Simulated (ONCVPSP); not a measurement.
What one change does to a pseudopotential (Hf (Z = 72), ONCV)

```json
{"Element": "Hf", "Generator": "ONCVPSP 4.0.1", "Type": "optimised norm-conserving Vanderbilt (ONCV)", "Functional": "LDA (Perdew-Zunger)", "Relativity": "fully relativistic", "Frozen core": "[Kr] 4d10 4f14", "Valence charge": "12", "Reference configuration": "5s2 5p6 5d2 6s1.75 6p0.25", "Partial waves": "5s+6s: rc 1.80 bohr, ncon 4, nbas 8, qcut 7.9 1/bohr, 2 projectors; 5p+6p: rc 2.30 bohr, ncon 4, nbas 8, qcut 6.6 1/bohr, 2 projectors; 5d: rc 2.90 bohr, ncon 5, nbas 10, qcut 4.6 1/bohr, 2 projectors, debl 3.5 Ha", "Local potential": "polynomial inside 1.20 bohr (lpopt 5, dvloc0 0 Ha)", "Core correction": "none"}
```

Open shells are filled in proportion to 2j + 1.

Change: core correction Teter function, fcfact 2, rcfact 1.3.

Cutoffs: the cutoffs (Ha) at which the residual kinetic energy of the hardest occupied pseudo-wave falls to 1 and 0.1 mHa per electron; they do not see the model core or the augmentation charge, which bear on the density cutoff. Errors are all-electron minus pseudo energies relative to the spin-unpolarised reference configuration.

Problem. How do hardness, ghosts and transferability respond?

Solution. The potential gets neither clearly harder nor softer (20 Ha and 23 Ha → 20 Ha and 23 Ha); of the 4 tests that both files solve, the error grows in 0 and shrinks in 2 by more than 15 % and 0.3 meV (median size 5.4 → 4.6 meV); neither file shows a bound ghost. A model core, the more so a compact one, raises the density cutoff, which this test does not measure.

```csv
quantity,base,changed
"cutoff, loose",20 Ha,20 Ha
"cutoff, tight",23 Ha,23 Ha
bound ghosts,none,none
GHOST(+) flags under 300 eV,s at 121.7 eV,s at 121.7 eV
"error for 5s2 5p6 5d2 6s2 6p0, meV [ΔE -0.95 eV]",0.0,0.0
"error for 5s2 5p6 5d2 6s1 6p0, meV [ΔE 7.25 eV]",+1.7,+1.4
"error for 5s2 5p6 5d2 6s0 6p0, meV [ΔE 21.75 eV]",+9.2,+8.0
"error for 5s2 5p6 5d1 6s2 6p0, meV [ΔE 5.78 eV]",+9.2,+7.8
s: phases at 1.82 bohr within 0.05 rad from the reference energy up to (Ha; the scan ends near 5),4.3,4.3
p3/2: phases at 2.33 bohr within 0.05 rad from the reference energy up to (Ha; the scan ends near 5),4.3,4.3
p1/2: phases at 2.33 bohr within 0.05 rad from the reference energy up to (Ha; the scan ends near 5),4.3,4.3
d5/2: phases at 2.94 bohr within 0.05 rad from the reference energy up to (Ha; the scan ends near 5),0.8,0.8
d3/2: phases at 2.94 bohr within 0.05 rad from the reference energy up to (Ha; the scan ends near 5),0.8,0.8
```
